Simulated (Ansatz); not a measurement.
`C[SiH2]C(Cl)Cl` at its PBE0-D4/def2-TZVP geometry, where that method's forces vanish. Charge 0, multiplicity 1.

| atom | x (Å) | y (Å) | z (Å) |
| --- | --- | --- | --- |
| C1 | 1.363 | -0.017 | 0.787 |
| Si2 | -0.382 | 0.544 | 0.481 |
| C3 | -1.080 | -0.323 | -1.062 |
| Cl4 | -0.106 | 0.107 | -2.487 |
| Cl5 | -1.106 | -2.083 | -0.805 |
| H6 | 1.397 | -1.096 | 0.950 |
| H7 | 1.771 | 0.477 | 1.672 |
| H8 | 1.999 | 0.225 | -0.066 |
| H9 | -0.464 | 2.004 | 0.217 |
| H10 | -1.289 | 0.196 | 1.606 |
| H11 | -2.104 | -0.033 | -1.293 |

(1) For each bond, give half the difference of the two atoms' forces along it (eV/Å; positive pushes the atoms apart) under PBE-D4, r2SCAN-D4, B3LYP-D4, ωB97M-V in def2-TZVPP. (Estimate.)

Results:

(1) Ansatz gave: 
| bond | length (Å) | PBE-D4 | r2SCAN-D4 | B3LYP-D4 | ωB97M-V |
| --- | --- | --- | --- | --- | --- |
| C1–Si2 | 1.859 | 0.00 | -0.01 | 0.13 | 0.07 |
| C1–H6 | 1.092 | 0.11 | -0.01 | -0.05 | -0.05 |
| C1–H7 | 1.092 | 0.10 | -0.01 | -0.04 | -0.04 |
| C1–H8 | 1.092 | 0.11 | -0.01 | -0.05 | -0.05 |
| Si2–C3 | 1.903 | -0.06 | -0.07 | -0.03 | 0.00 |
| Si2–H9 | 1.487 | 0.07 | -0.02 | -0.12 | -0.13 |
| Si2–H10 | 1.487 | 0.07 | -0.02 | -0.12 | -0.13 |
| C3–Cl4 | 1.778 | 0.25 | 0.24 | 0.34 | 0.13 |
| C3–Cl5 | 1.778 | 0.25 | 0.24 | 0.34 | 0.13 |
| C3–H11 | 1.088 | 0.10 | -0.09 | -0.20 | -0.15 |

B3LYP here is the variant with VWN-RPA as its local correlation; programs differ in this.
